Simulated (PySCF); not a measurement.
Two species compared at the same levels of theory.

First species: C5H8O2SSi.
SMILES: `C[S@](=O)c1coc([SiH3])c1`

Second species: C5H8O2SSi.
Z-matrix (Å and degrees, GFN2-xTB geometry), rows numbered from 1:
```
O 
C   1  1.2038
Si  2  1.9095  1  123.03
O   3  1.6229  2   99.56  1  -178.50
C   4  1.3580  3  131.22  2  -179.57
C   5  1.3261  4  120.95  3  -179.08
C   6  1.4984  5  133.63  4     0.11
C   7  1.5322  6   94.58  5   179.99
S   6  1.7617  5  129.69  4  -179.96
H   2  1.1129  1  119.12  3   179.96
H   3  1.4628  2  111.11  1   -59.91
H   3  1.4630  2  111.09  1    63.02
H   5  1.0804  4  117.15  3     0.94
H   7  1.0909  6  113.02  5    61.70
H   7  1.0909  6  113.05  5   -61.68
H   8  1.0869  7  115.24  6   114.97
H   8  1.0870  7  115.19  6  -115.04
```

Levels: PBE0/pcSseg-1 for dipole moment, HOMO energy, LUMO energy and HOMO–LUMO gap; GFN2-xTB for rotational constant A and rotational constant C. Geometries: GFN2-xTB. Each structure is a single optimised conformer of the isolated species, non-relativistic unless stated. Electronic properties by PySCF.

Dipoles, sizes and rotational constants follow the conformer. The torsions of the flexible species, by atom-mapped SMILES:
- `[CH3:1][S@:2](=[O:3])[c:4]1[cH:5][o:6][c:7]([SiH3:8])[cH:9]1`: C1–S2–C4–C5 104°
- `[O:1]=[CH:2][SiH2:3][O:4]/[CH:5]=[C:6]1\[CH2:7][CH2:8][S:9]1`: O1–C2–Si3–O4 -179°, C2–Si3–O4–C5 180°, Si3–O4–C5–C6 -179°

Values for the first species:

- Dipole moment: 3.62 D
- HOMO energy: -6.76 eV
- LUMO energy: -0.59 eV
- HOMO–LUMO gap: 6.17 eV
- Rotational constant A: 3.440 GHz
- Rotational constant C: 0.517 GHz

Task: Estimate the same properties for the second species, and the change in each.

Result: 
```json
{"property": "dipole moment", "first": "3.62 D", "second": "2.36 D", "second less first": "-1.26 D"}
{"property": "HOMO energy", "first": "-6.76 eV", "second": "-5.86 eV", "second less first": "+0.90 eV"}
{"property": "LUMO energy", "first": "-0.59 eV", "second": "-1.58 eV", "second less first": "-0.99 eV"}
{"property": "HOMO–LUMO gap", "first": "6.17 eV", "second": "4.28 eV", "second less first": "-1.89 eV"}
{"property": "rotational constant A", "first": "3.440 GHz", "second": "3.918 GHz", "second less first": "+0.478 GHz"}
{"property": "rotational constant C", "first": "0.517 GHz", "second": "0.381 GHz", "second less first": "-0.136 GHz"}
```

On the first: A dipole of 3.62 D is allowed in C1, and pure rotational transitions are dipole-allowed. The dipole matches unit charges of opposite sign 0.75 Å apart (1 e·Å = 4.8032 D).

On the second: The dipole matches unit charges of opposite sign 0.49 Å apart (1 e·Å = 4.8032 D).
